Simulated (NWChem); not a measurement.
Molecule: LaF3; SMILES [F][La]([F])[F]

```xyz
4

La     0.0000     0.0000     0.1933
F     -2.0790    -0.0214    -0.3062
F      1.0210     1.8111    -0.3062
F      1.0581    -1.7897    -0.3062
```
Atoms are numbered in this order, from 1.

Results from NWChem. Coordinates come from a PBE0/def2-SVP optimisation. def2 effective core potentials on La; no spin-orbit coupling. Vertical excitations in the gas phase; the lowest state need not have the same character in each row.

For level B3LYP/def2-SVPD, full TDDFT:

| Item | Value |
|---|---|
| lowest excitation, singlet (eV) | 6.24 |
| orbital gap (eV) | 7.28 |

### Question
What are these values for level PBE0/def2-SVPD, full TDDFT?

### Answer
| Property | Value |
|---|---|
| lowest excitation, singlet (eV) | 6.61 |
| orbital gap (eV) | 7.91 |
